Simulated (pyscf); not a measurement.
`[SH][In]([Cl])[Cl]`, singlet

Gas-phase minimum from PySCF at ωB97X-D3(BJ)/def2-SVP, one conformer. 

SMILES: [SH][In]([Cl])[Cl]
```xyz
5

S      0.2461     0.4996     1.0305
In    -1.6500    -0.3744    -0.0606
Cl    -1.7075    -2.5957    -0.7315
Cl    -3.5224     0.9115    -0.5120
H      0.8932    -0.6828     0.9775
```
Charge 0, spin multiplicity 1.

Bonds (Å): S1–In2 2.356, S1–H5 1.349, In2–Cl3 2.321, In2–Cl4 2.316. Angles (°): In2–S1–H5 92.4, S1–In2–Cl3 120.6, S1–In2–Cl4 122.3, Cl3–In2–Cl4 117.1.

Properties at ωB97X-D3(BJ)/def2-SVP:

| Quantity | Result |
|---|---|
| Harmonic wavenumbers, unscaled | 82, 97, 102, 233, 354, 408, 414, 717, 2754 cm⁻¹ |
| Zero-point energy | 7.4 kcal/mol |
| Rotational symmetry number | 1 |
| Entropy of this conformer at 298 K and 1 atm, rigid rotor and harmonic oscillator, modes under 100 cm⁻¹ raised to 100 | 362.5 J/(mol K) |
| Dipole moment | 1.73 D |

Single-point totals, which compare only within one level (frozen core for MP2 and CC):

```tsv
level	total energy (hartree)
ωB97X-D3(BJ)/def2-TZVP	-1509.61259
PBE/def2-TZVP	-1508.96528
r²SCAN/def2-TZVP	-1509.49723
B3LYP-D3(BJ)/def2-TZVP	-1509.63397
PBE0-D3(BJ)/def2-TZVP	-1509.07646
M06-2X/def2-TZVP	-1509.39906
ωB97M-D3(BJ)/def2-TZVP	-1509.68875
HF/def2-TZVPP	-1506.51658
MP2/def2-TZVPP	-1507.33945
CCSD/def2-TZVPP	-1507.37967
CCSD(T)/def2-TZVPP	-1507.41524
```

Soft torsions are taken as harmonic, which can shift the entropy by several J/(mol K). The CCSD(T) − MP2 part came from Ansatz, without density fitting, on the same reference. The frozen core leaves the outer d or s,p core shells of the metals and heavy elements correlated in the MP2 and CC values, and def2-TZVPP describes them poorly, so these totals are far from the basis limit. Elements past Kr carry the def2 core potentials, without spin-orbit coupling.
